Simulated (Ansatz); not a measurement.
# Molecular dynamics of C₂H₇ClFNOSi

Input:

```yaml
crystal:
  periodic: [false, false, false]
  atoms:
    - { symbol: Si, position_ang: [-0.138101, -0.060713, -0.1394] }
    - { symbol: F, position_ang: [-0.889798, -0.654216, 1.155797] }
    - { symbol: O, position_ang: [1.548218, 0.208962, 0.083668] }
    - { symbol: H, position_ang: [1.92361, -0.61748, -0.34353] }
    - { symbol: "N", position_ang: [-0.85771, 1.526519, -0.297681] }
    - { symbol: C, position_ang: [-2.356163, 1.701712, -0.472984] }
    - { symbol: H, position_ang: [-2.862768, 0.982779, 0.106318] }
    - { symbol: H, position_ang: [-2.664524, 2.677978, -0.056144] }
    - { symbol: H, position_ang: [-2.654283, 1.581451, -1.511175] }
    - { symbol: C, position_ang: [-0.18194, 2.630623, -0.975648] }
    - { symbol: H, position_ang: [-0.594856, 2.913857, -1.975296] }
    - { symbol: H, position_ang: [-0.223338, 3.503198, -0.26177] }
    - { symbol: H, position_ang: [0.946899, 2.408153, -1.049735] }
    - { symbol: Cl, position_ang: [0.010914, -1.358394, -1.885028] }
basis:
  gaussian: { orbitals: STO-3G }
hamiltonian:
  xc: r2scanh
  dispersion: d4
md:
  timestep: 0.25
  n_steps: 235
  ensemble: nvt_nose_hoover
  temperature: 300.0
  initial_velocities: maxwell_boltzmann
  seed: 719459
  nose_hoover: { tau: 300.0, chain_length: 1 }
```

Run as:

```bash
$ ansatz run input.yaml --threads 1 --pin off --max-ram 2048MiB --backend cpu --events-out ev --progress --plain --runs-dir out
```

It goes on from the last frame of an earlier run, with new velocities.

Output, in part (one step line in 8, the closing report, with atoms numbered from 0):

```
md step     0: t =     0.00 fs  T =   300.0 K  F+E_penalty+E_count = -28500.19814098 eV  E_kin = 0.465336 eV  conserved = -28499.73280498 eV  (22 SCF iters)
md step     8: t =     2.00 fs  T =   331.7 K  F+E_penalty+E_count = -28500.24766707 eV  E_kin = 0.514541 eV  conserved = -28499.73312471 eV  (21 SCF iters)
md step    16: t =     4.00 fs  T =   268.3 K  F+E_penalty+E_count = -28500.14880146 eV  E_kin = 0.416108 eV  conserved = -28499.73268765 eV  (21 SCF iters)
md step    24: t =     6.00 fs  T =   277.5 K  F+E_penalty+E_count = -28500.16330216 eV  E_kin = 0.430404 eV  conserved = -28499.73289176 eV  (21 SCF iters)
md step    32: t =     8.00 fs  T =   309.2 K  F+E_penalty+E_count = -28500.21237960 eV  E_kin = 0.479539 eV  conserved = -28499.73283602 eV  (21 SCF iters)
md step    40: t =    10.00 fs  T =   357.2 K  F+E_penalty+E_count = -28500.28700346 eV  E_kin = 0.553994 eV  conserved = -28499.73300514 eV  (21 SCF iters)
md step    48: t =    12.00 fs  T =   357.4 K  F+E_penalty+E_count = -28500.28732085 eV  E_kin = 0.554392 eV  conserved = -28499.73291640 eV  (20 SCF iters)
md step    56: t =    14.00 fs  T =   338.1 K  F+E_penalty+E_count = -28500.25738447 eV  E_kin = 0.524446 eV  conserved = -28499.73290980 eV  (21 SCF iters)
md step    64: t =    16.00 fs  T =   310.5 K  F+E_penalty+E_count = -28500.21444428 eV  E_kin = 0.481608 eV  conserved = -28499.73278593 eV  (20 SCF iters)
md step    72: t =    18.00 fs  T =   341.1 K  F+E_penalty+E_count = -28500.26205898 eV  E_kin = 0.529157 eV  conserved = -28499.73282933 eV  (21 SCF iters)
md step    80: t =    20.00 fs  T =   407.6 K  F+E_penalty+E_count = -28500.36548212 eV  E_kin = 0.632275 eV  conserved = -28499.73309889 eV  (20 SCF iters)
md step    88: t =    22.00 fs  T =   399.3 K  F+E_penalty+E_count = -28500.35230016 eV  E_kin = 0.619318 eV  conserved = -28499.73281699 eV  (20 SCF iters)
md step    96: t =    24.00 fs  T =   406.5 K  F+E_penalty+E_count = -28500.36377063 eV  E_kin = 0.630510 eV  conserved = -28499.73302100 eV  (22 SCF iters)
md step   104: t =    26.00 fs  T =   361.2 K  F+E_penalty+E_count = -28500.29338484 eV  E_kin = 0.560280 eV  conserved = -28499.73277550 eV  (20 SCF iters)
md step   112: t =    28.00 fs  T =   375.3 K  F+E_penalty+E_count = -28500.31535977 eV  E_kin = 0.582122 eV  conserved = -28499.73281381 eV  (20 SCF iters)
md step   120: t =    30.00 fs  T =   421.1 K  F+E_penalty+E_count = -28500.38680385 eV  E_kin = 0.653103 eV  conserved = -28499.73315528 eV  (21 SCF iters)
md step   128: t =    32.00 fs  T =   380.3 K  F+E_penalty+E_count = -28500.32320383 eV  E_kin = 0.589834 eV  conserved = -28499.73268517 eV  (21 SCF iters)
md step   136: t =    34.00 fs  T =   419.2 K  F+E_penalty+E_count = -28500.38423196 eV  E_kin = 0.650277 eV  conserved = -28499.73311375 eV  (20 SCF iters)
md step   144: t =    36.00 fs  T =   358.6 K  F+E_penalty+E_count = -28500.29002858 eV  E_kin = 0.556215 eV  conserved = -28499.73279569 eV  (20 SCF iters)
md step   152: t =    38.00 fs  T =   353.3 K  F+E_penalty+E_count = -28500.28202583 eV  E_kin = 0.548086 eV  conserved = -28499.73276339 eV  (19 SCF iters)
md step   160: t =    40.00 fs  T =   393.0 K  F+E_penalty+E_count = -28500.34418228 eV  E_kin = 0.609537 eV  conserved = -28499.73327452 eV  (19 SCF iters)
md step   168: t =    42.00 fs  T =   305.4 K  F+E_penalty+E_count = -28500.20777806 eV  E_kin = 0.473722 eV  conserved = -28499.73250375 eV  (20 SCF iters)
md step   176: t =    44.00 fs  T =   353.4 K  F+E_penalty+E_count = -28500.28318078 eV  E_kin = 0.548108 eV  conserved = -28499.73334028 eV  (21 SCF iters)
md step   184: t =    46.00 fs  T =   230.0 K  F+E_penalty+E_count = -28500.09113452 eV  E_kin = 0.356693 eV  conserved = -28499.73253902 eV  (22 SCF iters)
md step   192: t =    48.00 fs  T =   253.2 K  F+E_penalty+E_count = -28500.12765063 eV  E_kin = 0.392686 eV  conserved = -28499.73294627 eV  (20 SCF iters)
md step   200: t =    50.00 fs  T =   260.5 K  F+E_penalty+E_count = -28500.13934371 eV  E_kin = 0.404053 eV  conserved = -28499.73312850 eV  (21 SCF iters)
md step   208: t =    52.00 fs  T =   199.0 K  F+E_penalty+E_count = -28500.04346648 eV  E_kin = 0.308706 eV  conserved = -28499.73249609 eV  (20 SCF iters)
md step   216: t =    54.00 fs  T =   295.4 K  F+E_penalty+E_count = -28500.19392092 eV  E_kin = 0.458171 eV  conserved = -28499.73336897 eV  (20 SCF iters)
md step   224: t =    56.00 fs  T =   208.3 K  F+E_penalty+E_count = -28500.05795750 eV  E_kin = 0.323036 eV  conserved = -28499.73242784 eV  (20 SCF iters)
md step   232: t =    58.00 fs  T =   313.5 K  F+E_penalty+E_count = -28500.22208284 eV  E_kin = 0.486314 eV  conserved = -28499.73317748 eV  (20 SCF iters)
md step   235: t =    58.75 fs  T =   357.9 K  F+E_penalty+E_count = -28500.29126582 eV  E_kin = 0.555093 eV  conserved = -28499.73353026 eV  (23 SCF iters)
Total energy: -28500.29127181 eV, -1047.3663860479 hartree
Atom 0 at    -0.048764     0.015777    -0.187481 Å, force    -0.609482    -0.042997     0.648738 eV/Å
Atom 1 at    -0.846777    -0.935606     0.848012 Å, force    -0.118850     0.466016     0.700449 eV/Å
Atom 2 at     1.460616     0.465839     0.353814 Å, force    -0.210465     0.732828     0.236708 eV/Å
Atom 3 at     2.190884    -0.131055     0.043059 Å, force     0.310597    -0.786072    -0.372434 eV/Å
Atom 4 at    -0.845153     1.520411    -0.426298 Å, force     1.071279    -1.017983     0.130693 eV/Å
Atom 5 at    -2.296801     1.688871    -0.272795 Å, force    -0.005432     0.678068     0.102613 eV/Å
Atom 6 at    -2.658905     0.888562     0.380101 Å, force    -0.114659    -0.355596     0.085382 eV/Å
Atom 7 at    -2.525364     2.650146     0.268703 Å, force     0.068789    -0.527409    -0.801100 eV/Å
Atom 8 at    -2.842081     1.617630    -1.238993 Å, force    -0.096189     0.341073     0.245870 eV/Å
Atom 9 at    -0.046041     2.533532    -1.157976 Å, force    -1.119532     1.143217     1.559456 eV/Å
Atom 10 at    -0.005590     2.412434    -2.249212 Å, force     0.065945    -0.039363    -0.249744 eV/Å
Atom 11 at    -0.525157     3.494458    -0.889263 Å, force     0.163865     0.113455    -0.674010 eV/Å
Atom 12 at     0.956962     2.593128    -0.700844 Å, force     0.130346    -0.397282    -0.439842 eV/Å
Atom 13 at    -0.134974    -1.346604    -1.779183 Å, force     0.463790    -0.307956    -1.172780 eV/Å
Dipole moment:     0.157276     0.414338     0.195741 e Å
```

The run went to its last step. The conserved energy stayed within 0.052 meV per atom of its start (net change -0.052 meV per atom), so the integration is sound. A run of 0.059 ps of so small a system gives no equilibrium averages. Limits of this set-up: minimal basis.

The same pairs are bonded in the first frame and the last. Pairs count as bonded within 1.25 times the sum of covalent radii (0.12 Å more for H–H).

Last frame:

```xyz
14
Properties=species:S:1:pos:R:3
Si -0.049 0.016 -0.188
F -0.847 -0.936 0.848
O 1.461 0.466 0.354
H 2.191 -0.131 0.043
N -0.845 1.520 -0.426
C -2.297 1.689 -0.273
H -2.659 0.889 0.380
H -2.525 2.650 0.269
H -2.842 1.618 -1.239
C -0.046 2.534 -1.158
H -0.006 2.412 -2.249
H -0.525 3.494 -0.889
H 0.957 2.593 -0.701
Cl -0.135 -1.347 -1.779
```

The run took 24 min on 1 thread of Arm Neoverse V2, with other jobs on the host, peak memory 0.17 GiB.
